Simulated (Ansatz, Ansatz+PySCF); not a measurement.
```json
{"atom": "Al", "x (Å)": "0.0000", "y (Å)": "0.0000", "z (Å)": "0.0000"}
{"atom": "N", "x (Å)": "0.0000", "y (Å)": "0.0000", "z (Å)": "1.8753"}
```

Basis set: def2-SVP (spherical functions). Frozen core: 6 orbitals. Correlation on ROHF uses semicanonical orbitals with singles. Charge 0, multiplicity 3.

Computed with Ansatz (development build ahead of 0.2.0); each method stands on the lowest determinant of its kind that the runs found.

Q: Give the atomization energy at this shape (free ground-state atoms in the same class of orbitals less the molecule, no zero-point energy) of triplet AlN by UHF-CCSDT(Q), UHF-CCSD(T), ROHF-MP2, UHF-MP2, ROHF, UHF.

A:

```json
{"method": "UHF-CCSDT(Q)", "atomization energy": "1.99 eV"}
{"method": "UHF-CCSD(T)", "atomization energy": "1.97 eV"}
{"method": "ROHF-MP2", "atomization energy": "1.93 eV"}
{"method": "UHF-MP2", "atomization energy": "1.89 eV"}
{"method": "ROHF", "atomization energy": "0.96 eV"}
{"method": "UHF", "atomization energy": "0.93 eV"}
```

Caution for UHF-CCSDT(Q), UHF-CCSD(T), ROHF-MP2, UHF-MP2: a plain start can end on a higher determinant.
